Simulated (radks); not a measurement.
Values are calculated unless marked as measured or tabulated.
Ionisation of the xenon ion Xe3+, [Kr] 4d10 5s2 5p3, to [Kr] 4d10 5s2 5p2 as the strength of local exchange is varied. Code: a radial shooting solver on a logarithmic mesh with Libxc functionals. Model: scalar-relativistic Kohn-Sham, Slater X-alpha exchange (alpha = 2/3 is LDA exchange), no correlation, spin-polarised, spherical densities, point nucleus; open shells are filled with parallel spins first (spin-orbit coupling, left out, can overturn this in heavy ions).

alpha  E(Xe3+) (hartree)  exchange (hartree)  IE (eV)  -e of the level emptied (eV)  <r> of it (bohr)
0.579        -7410.97637          -151.11192   40.880                   35.607 (5p)             2.040
0.667        -7434.03800          -174.57949   42.387                   37.092 (5p)             2.012
0.895        -7494.09702          -235.99511   46.416                   41.072 (5p)             1.944
0.925        -7502.03263          -244.14195   46.959                   41.610 (5p)             1.936
0.931        -7503.62068          -245.77316   47.068                   41.718 (5p)             1.934

NIST Atomic Spectra Database: 42.2 +/- 0.2 eV (measured). The Delta-SCF value meets it near alpha = 0.66. Open shells are spherical and high-spin; term and fine-structure splittings are not resolved. Spin-orbit splitting is averaged out at the scalar-relativistic level.
